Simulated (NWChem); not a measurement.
System: C3H4Cl2; SMILES CC=C(Cl)Cl

The following NWChem deck was run.

```
start job
memory heap 200 mb stack 900 mb global 1100 mb
geometry units angstroms
  C     -2.442828    -0.756906     0.073445
  C     -1.003281    -1.022306     0.347624
  C     -0.006200    -0.191108     0.084604
  Cl    -0.207379     1.362929    -0.630601
  Cl     1.638312    -0.579378     0.435785
  H     -2.836139    -1.520418    -0.596177
  H     -2.585071     0.219835    -0.377784
  H     -3.009096    -0.807147     1.002315
  H     -0.762899    -1.974178     0.798381
end
basis spherical
  * library def2-svp
end
dft
  xc pbe0
  iterations 150
end
driver
  maxiter 120
end
task dft optimize
task dft freq
```

The level has its own optimisation; frequencies are unscaled. Brackets give each atom's bonded neighbours.

Task: What results follow from this input? (PBE0/def2-SVP.) Quantities: r C–C [C(CCH)–C(CHHH)] (Å); r C–C [C(CCH)–C(CClCl)] (Å); r C–H [C(CCH)–H(C)] (Å); r C–Cl (Å); highest harmonic frequency (cm⁻¹); lowest (cm⁻¹); zero-point energy (kcal/mol); dipole (D).

Result: 
```
Property                           Result
---------------------------------  ------
r C–C [C(CCH)–C(CHHH)] (Å)          1.488
r C–C [C(CCH)–C(CClCl)] (Å)         1.336
r C–H [C(CCH)–H(C)] (Å)             1.094
r C–Cl (Å)                          1.727
highest harmonic frequency (cm⁻¹)    3205
lowest (cm⁻¹)                         124
zero-point energy (kcal/mol)         38.9
dipole (D)                           1.77
```
